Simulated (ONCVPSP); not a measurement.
## C (Z = 6): ONCV pseudisation with LDA (Perdew-Wang 92), scalar-relativistic reference atom.

```
Element                 : C
Generator               : ONCVPSP 4.0.1
Type                    : optimised norm-conserving Vanderbilt (ONCV)
Functional              : LDA (Perdew-Wang 92)
Relativity              : scalar-relativistic
Frozen core             : none
Valence charge          : 6
Reference configuration : 1s2 2s2 (charge +2)
Partial waves           : 1s+2s: rc 0.60 bohr, ncon 3, nbas 8, qcut 19.6 1/bohr, 2 projectors; p scattering state at 0.06 Ha: rc 0.60 bohr, ncon 4, nbas 7, qcut 15.3 1/bohr, 2 projectors, debl 1.8 Ha; d scattering state at 0.44 Ha: rc 0.55 bohr, ncon 3, nbas 6, qcut 16.8 1/bohr, 2 projectors, debl 1.3 Ha
Local potential         : polynomial inside 0.50 bohr (lpopt 4, dvloc0 1 Ha)
Core correction         : none
```

Problem. Does the generator finish with these settings?

Solution. Yes, a potential is produced and its reference levels are reproduced.

Problem. Estimate the cutoffs (Ha) at which the residual kinetic energy of the hardest occupied pseudo-wave falls to 1 and 0.1 mHa per electron.

Solution. 151 Ha and 173 Ha.

Problem. What does a ghost test show?

Solution. No bound ghost flagged; no localised positive-energy state flagged.

Problem. Tests: 1s2 2s2 2p2; 1s2 2s2 2p1; 1s2 2s1; 1s2 2s2 2p1.5. Which has the largest error in its energy relative to the reference configuration, and how large is it?

Solution. 1s2 2s1, with +5.0 meV (all-electron minus pseudo) on +47.97 eV.
